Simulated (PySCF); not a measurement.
These compounds are isomers of formula C4H11NO2Si.

A. `C(N)[SiH]1OCCCO1`
B. SMILES CC(=O)O[SiH2]N(C)C
C. `C/N=C/[SiH](OC)OC`

Spectrum 1. ¹H NMR (300 MHz, computed): δ 8.50 (d, 1H), 4.76 (d, 1H), 3.99 (s, 6H), 3.76 (s, 3H). ¹³C{¹H} NMR (computed): δ 184.9 (CH), 58.1 (CH3), 52.2 (CH3).

Spectrum 2. ¹H NMR (300 MHz, computed): δ 5.04 (m, 1H), 4.39 (m, 2H), 4.20 (m, 2H), 2.49 (d, 2H), 2.19 (m, 1H), 1.25 (m, 1H), 0.27 (br s, 2H). ¹³C{¹H} NMR (computed): δ 67.2 (CH2), 36.3 (CH2), 34.8 (CH2).

Spectrum 3. ¹H NMR (300 MHz, computed): δ 5.14 (s, 2H), 2.60 (s, 6H), 2.15 (s, 3H). ¹³C{¹H} NMR (computed): δ 176.2 (C), 38.0 (CH3), 24.4 (CH3).

- NMR shieldings at PBE0/pcSseg-1/GIAO
- geometry from GFN2-xTB
- program: PySCF 2.14.0 with density-fitted response routines
- a single conformation, fast rotation and ring inversion assumed for equivalent nuclei, no solvent, relativity neglected

Scale: ¹H and ¹³C vs TMS (reference shieldings calculated alike). Where no couplings were computed, multiplicities follow the n + 1 count of equivalent neighbours, and m marks all less simple cases (inequivalent or close neighbours, rings, F or P nearby). Shifts are as computed. Against solution values, carbons near 30 ppm lie about +3 ppm off and those near 130 ppm about +5 ppm. Of 1211 compounds with measured shifts, 218 miss one by over three times the rms of a fit or turn the order of signals round; such compounds aren't used in these exercises. OH and NH positions are gas-phase values without hydrogen bonding to other molecules.

Task: Which spectrum belongs to which compound?

Result: 1–C, 2–A, 3–B.

- Spectrum 1 (C): 3 ¹³C signals; δC 58.1 is a methyl carbon bonded to N; δC 52.2 is a methyl carbon bonded to O.
- Spectrum 2 (A): 3 ¹³C signals; δC 67.2 is an sp3 CH2 bonded to O; δC 36.3 is an sp3 CH2 in a ring.
- Spectrum 3 (B): 3 ¹³C signals; δC 38.0 is a methyl carbon bonded to N; δC 24.4 is a methyl carbon α to a carbonyl.
